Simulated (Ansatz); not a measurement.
Mulliken charges of BH₄N₂SSb (`NB1[NH][SbH][S]1`) from r2SCAN/def2-TZVPP in Ansatz (PBE0-D4/def2-TZVP geometry).

| atom | x (Å) | y (Å) | z (Å) | charge (e) |
| --- | --- | --- | --- | --- |
| N1 | 1.165 | 1.061 | -0.793 | -0.358 |
| B2 | 0.122 | 0.251 | -0.317 | 0.260 |
| N3 | 0.210 | -0.889 | 0.529 | -0.496 |
| Sb4 | -1.717 | -1.536 | 0.479 | 0.683 |
| S5 | -1.669 | 0.545 | -0.764 | -0.431 |
| H6 | 2.128 | 0.921 | -0.543 | 0.161 |
| H7 | 1.005 | 1.850 | -1.391 | 0.175 |
| H8 | 1.036 | -1.399 | 0.790 | 0.131 |
| H9 | -2.193 | -0.851 | 1.993 | -0.127 |

Task: By hand: the dipole of these point charges (1 e Å = 4.8032 D).

Result: Σ q r = (-0.010, -0.761, 0.115) e Å, of length 0.770 e Å = 3.70 D.

Task: How does the dipole of the full density compare? (An estimate is asked.)

Result: Ansatz gave: (0.438, -0.288, 0.119) e Å, 2.58 D; the point charges give 1.43 times that, at 56° from its direction.

Point charges leave out the atoms' own dipoles, such as those of lone pairs, and Mulliken's split depends on the basis, so the two needn't agree.
